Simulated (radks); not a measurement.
Question: The mean radii <r> (bohr) of the occupied orbitals of an atom or ion are listed with their occupations. All-electron calculation, Dirac Kohn-Sham, PBE, spin-unpolarised, spherical densities, finite nucleus; Fermi nuclear charge, rms radius of each element as measured or else 0.836 A^(1/3) + 0.57 fm. Program: a radial shooting solver on a logarithmic mesh with Libxc functionals.

orbital  occ.     <r>
1s1/2       2  0.1113
2s1/2       2  0.5660
2p1/2       2  0.5327
2p3/2       4  0.5349
3s1/2       1   1.846

Name the element and its charge. Open shells, if any, fill j = l - 1/2 first.

Answer: Z = 14, silicon, charge +3: Si3+ in [Ne] 3s1. The 1s radius gives Z: for a bare nucleus <r> = (2 gamma + 1)/(2Z) with gamma = sqrt(1 - (Z/c)^2), 0.1068 bohr for Z = 14, and screening makes it slightly larger (0.1113 here). The occupations add up to 11, and the charge is Z minus that.
